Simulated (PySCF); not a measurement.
PySCF input file for C₂H₄Cl₂Si₂, SMILES [SiH3]C#C[SiH](Cl)Cl, IEF-PCM-B3LYP/def2-SVP. The structure is a stationary point at PBE0-D3(BJ)/def2-SVP. The structure was generated by enumeration, and PubChem lists no compound with its InChIKey, so it may never have been made.

```python
import numpy as np
from pyscf import gto, scf, dft
from pyscf.solvent import pcm

mol = gto.M(
    atom='''
    Si    3.70395616   -0.02981100    0.57963814
    C     1.86851747   -0.11790321    0.46496617
    C     0.64853415   -0.17259951    0.38215244
    Si   -1.16503850   -0.26662783    0.28026256
    Cl   -1.93024453    1.63829525    0.25674248
    Cl   -1.68519615   -1.23151174   -1.45561385
    H     4.22202539    0.75517690   -0.57591416
    H     4.25578886   -1.41367801    0.54702067
    H     4.07539027    0.63730766    1.85935925
    H    -1.73787006   -1.00096612    1.42902597
    ''',
    basis='def2-SVP',
    charge=0,
    spin=0,
    max_memory=1600,
    verbose=3,
)
mf = dft.RKS(mol, xc='b3lyp').density_fit(auxbasis='def2-universal-jkfit')
mf.grids.level = 3
mf.conv_tol = 1e-9
mf.max_cycle = 100
mf.kernel()
res = {}
for name, eps in {'water': 78.355, 'chloroform': 4.7113, 'cyclohexanone': 15.619}.items():
    s = mf.PCM()
    s.with_solvent.method, s.with_solvent.eps, s.with_solvent.lebedev_order = 'IEF-PCM', eps, 29
    s.kernel(mf.make_rdm1())
    res[name] = (s.e_tot, eps, s.dip_moment(), s.mo_energy, s.converged)
    print(f'{name}: electrostatic solvation free energy {(s.e_tot - mf.e_tot) * 627.509474:.3f} kcal/mol')
```

Log of the run:

```
converged SCF energy = -1577.58920526096

WARN: PCM is an experimental feature. It is still in testing.
Features and APIs may be changed in the future.

converged SCF energy = -1577.59157038083
Dipole moment(X, Y, Z, Debye):  1.75438, -0.54219,  1.15964
water: electrostatic solvation free energy -1.484 kcal/mol

WARN: PCM is an experimental feature. It is still in testing.
Features and APIs may be changed in the future.

converged SCF energy = -1577.5908737404
Dipole moment(X, Y, Z, Debye):  1.68462, -0.49448,  1.06969
chloroform: electrostatic solvation free energy -1.047 kcal/mol

WARN: PCM is an experimental feature. It is still in testing.
Features and APIs may be changed in the future.

converged SCF energy = -1577.5913735731
Dipole moment(X, Y, Z, Debye):  1.73619, -0.52807,  1.13338
cyclohexanone: electrostatic solvation free energy -1.361 kcal/mol
```

The calculation finished and met its thresholds.

Cost: very roughly 2.7 core-minutes.
